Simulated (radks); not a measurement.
Values are calculated unless marked as measured or tabulated.
Task: The table gives one normalised radial function P(r) = r R(r) (large component) of Te2+ in [Kr] 4d10 5s2 5p2 (r in bohr). Level of theory: Dirac Kohn-Sham, PBEsol, spin-unpolarised, spherical densities, finite nucleus; open shells fill j = l - 1/2 first; Fermi nuclear charge, rms radius 4.7423 fm (a radial shooting solver on a logarithmic mesh with Libxc functionals).

| r | P |
|---|---|
| 0.003473 | 0.1688 |
| 0.00535 | 0.2253 |
| 0.008175 | 0.2800 |
| 0.01259 | 0.3100 |
| 0.01924 | 0.2693 |
| 0.0294 | 0.1040 |
| 0.04529 | -0.2015 |
| 0.0692 | -0.4796 |
| 0.1066 | -0.3680 |
| 0.1629 | 0.2955 |
| 0.2509 | 0.7641 |
| 0.3834 | -0.0135 |
| 0.5858 | -1.2004 |
| 0.9024 | -1.1094 |
| 1.379 | -0.3539 |
| 2.124 | -0.0351 |
| 3.246 | -0.0008 |
| 4.999 | 0.0000 |
| 7.639 | 0.0000 |

Which n and l does it have? It may be an empty orbital.

Result: n = 4, l = 0: the number of nodes gives n - l - 1 = 3, the rise at small r points to l (this Dirac orbital starts outside the nucleus as r^gamma with gamma = sqrt((l + 1)^2 - (Z/c)^2) = 0.93; the j = 1/2 orbital of l + 1 starts with the same power, but with a smaller coefficient, and then steepens), and the extent must fit the shell. The curve is that of 4s1/2. 4s1/2: eigenvalue -183.05 eV, 3 radial nodes at r = 0.0347, 0.138, 0.382 bohr, <r> = 0.765 bohr, 90 % of the charge inside 1.10 bohr.
